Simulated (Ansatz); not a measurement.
AlN (SMILES [N]=[Al]), triplet, at a GFN2-xTB geometry (such geometries of metal compounds can be far from the true shape), with bond 2-1 at 1.8 times its length; SC-NEVPT2/STO-3G, CASSCF(4,5) (Ansatz, a quantum-chemistry and plane-wave program).

Input for Ansatz:
Ansatz 0.2 input:
```yaml
crystal:
  periodic: [false, false, false]
  atoms:
    - {symbol: Al, position_ang: [-0.00000000, -0.00000000, -0.59733437]}
    - {symbol: N, position_ang: [0.00000000, 0.00000000, 2.47467096]}
basis:
  gaussian:
    orbitals: STO-3G
correlation: {method: sc_nevpt2, electrons: all, active_space: {window: {electrons: 4, orbitals: 5}}}
magnetization: {spin_polarized: false, initial_magnetization: 2}
```

It wrote (shortened):

```
Functional definition: HF
151 factors; integrals over basis functions are off by at most 3.4e-5 eV
mean field evaluation 1: about -7956.1655 eV, gradient 1.1e1 eV
mean field evaluation 2: about -7956.1704 eV, gradient 1.1e1 eV
mean field evaluation 4: about -7938.1289 eV, gradient 1.2e1 eV
mean field evaluation 8: about -7956.9563 eV, gradient 3.4e0 eV
mean field evaluation 16: about -7957.3667 eV, gradient 7.2e0 eV
mean field evaluation 32: about -7956.7122 eV, gradient 9.1e-3 eV
mean field evaluation 64: about -7959.2041 eV, gradient 1.6e-2 eV
mean field evaluation 96: about -7958.7715 eV, gradient 7.2e0 eV
mean field evaluation 128: about -7957.1282 eV, gradient 4.9e0 eV
mean field -7959.20407022 eV, -292.4953546381 hartree, gradient 2.4e-6 eV, S^2 2.000000; 10 other end points of the search recorded, 0 dependent functions left out
reference -7959.20407022 eV, -292.4953546381 hartree; 11, 9 occupied and 3, 5 virtual orbitals, 151 factors
state -7961.78506865 eV, -292.5902045812 hartree
state -7961.78506865 eV, -292.5902045812 hartree; corrected -7962.28380609 eV, -292.6085328440 hartree
state -7959.92536199 eV, -292.5218616219 hartree
state -7959.92536199 eV, -292.5218616219 hartree; corrected -7961.16080514 eV, -292.5672633203 hartree
state -7961.78506865 eV, -292.5902045812 hartree; corrected -7962.28380609 eV, -292.6085328440 hartree
state -7958.75623808 eV, -292.4788971109 hartree
state -7958.75623808 eV, -292.4788971109 hartree; corrected -7959.22086198 eV, -292.4959717240 hartree
state -7961.78506865 eV, -292.5902045812 hartree; corrected -7962.28380609 eV, -292.6085328440 hartree
Total energy: -7962.28380609 eV, -292.6085328440 hartree
```
